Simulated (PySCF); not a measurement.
## [Nd(H2O)9]3+: from a saddle point downhill

PySCF 2.14.0, RKS PBE, Nd lcecp-1-SVP with ECP49, O def2-SVP, H def2-SVP; non-relativistic Hamiltonian with scalar-relativistic core potentials where named; density fitting; no spin-orbit coupling. Relaxed within the symmetry of its start, the geometry (D3h) is

```xyz
28

Nd    0.0000    0.0000    0.0000
O     1.7917    0.0000    1.8537
H     1.7457    0.0000    2.8324
H     2.7548    0.0000    1.6690
O    -0.8958    1.5517    1.8537
H    -0.8729    1.5118    2.8324
H    -1.3774    2.3857    1.6690
O    -0.8959   -1.5517    1.8537
H    -0.8729   -1.5118    2.8324
H    -1.3774   -2.3857    1.6690
O     1.7917    0.0000   -1.8537
H     2.7548    0.0000   -1.6690
H     1.7457    0.0000   -2.8324
O    -0.8958    1.5517   -1.8537
H    -1.3774    2.3857   -1.6690
H    -0.8729    1.5118   -2.8324
O    -0.8959   -1.5517   -1.8537
H    -1.3774   -2.3857   -1.6690
H    -0.8729   -1.5118   -2.8324
O     1.2526    2.1695    0.0000
H     1.5485    2.6821    0.7805
H     1.5485    2.6821   -0.7805
O    -2.5051    0.0000    0.0000
H    -3.0970    0.0000    0.7805
H    -3.0970    0.0000   -0.7805
O     1.2525   -2.1695    0.0000
H     1.5485   -2.6821    0.7805
H     1.5485   -2.6821   -0.7805
```

and its lowest harmonic modes are -310, -286, -180, -180, -101, -101 cm⁻¹ (negative: unstable). It was moved along the lowest mode and relaxed again, within the group D3 that the move left.

Task: Where does it end, and how much lower?

Result: In D3, 0.475 eV lower, after 22 steps:
```xyz
28

Nd    0.0000    0.0000    0.0000
O     1.7817   -0.0025    1.7993
H     1.8409   -0.5257    2.6263
H     2.5324    0.6265    1.8425
O    -0.8887    1.5443    1.7993
H    -0.4652    1.8571    2.6263
H    -1.8088    1.8799    1.8425
O    -0.8931   -1.5418    1.7993
H    -1.3757   -1.3314    2.6263
H    -0.7236   -2.5064    1.8425
O     1.7817    0.0025   -1.7993
H     2.5324   -0.6265   -1.8425
H     1.8409    0.5257   -2.6263
O    -0.8930    1.5418   -1.7993
H    -0.7236    2.5064   -1.8425
H    -1.3757    1.3314   -2.6263
O    -0.8887   -1.5443   -1.7993
H    -1.8088   -1.8799   -1.8425
H    -0.4652   -1.8571   -2.6263
O     1.2768    2.2114    0.0000
H     1.0736    3.0163    0.5213
H     2.0754    2.4379   -0.5213
O    -2.5535    0.0000    0.0000
H    -3.1490   -0.5784    0.5213
H    -3.1490    0.5784   -0.5213
O     1.2767   -2.2114    0.0000
H     2.0754   -2.4379    0.5213
H     1.0736   -3.0163   -0.5213
```

Task: How do the contacts change?

Result: 
```json
{"contact": "Nd1–O2 (H2O)", "saddle (Å)": "2.578", "end (Å)": "2.532"}
{"contact": "Nd1–O5 (H2O)", "saddle (Å)": "2.578", "end (Å)": "2.532"}
{"contact": "Nd1–O8 (H2O)", "saddle (Å)": "2.578", "end (Å)": "2.532"}
{"contact": "Nd1–O11 (H2O)", "saddle (Å)": "2.578", "end (Å)": "2.532"}
{"contact": "Nd1–O14 (H2O)", "saddle (Å)": "2.578", "end (Å)": "2.532"}
{"contact": "Nd1–O17 (H2O)", "saddle (Å)": "2.578", "end (Å)": "2.532"}
{"contact": "Nd1–O20 (H2O)", "saddle (Å)": "2.505", "end (Å)": "2.553"}
{"contact": "Nd1–O23 (H2O)", "saddle (Å)": "2.505", "end (Å)": "2.553"}
{"contact": "Nd1–O26 (H2O)", "saddle (Å)": "2.505", "end (Å)": "2.553"}
```


Task: Is the end a minimum?

Result: Yes; lowest modes 47, 47, 82, 82, 96, 96 cm⁻¹.

An lcecp potential fixes the number of 4f electrons, so in runs with it no electron can move into or out of that shell.

State: singlet in the valence, with the 4f electrons in the core potential.
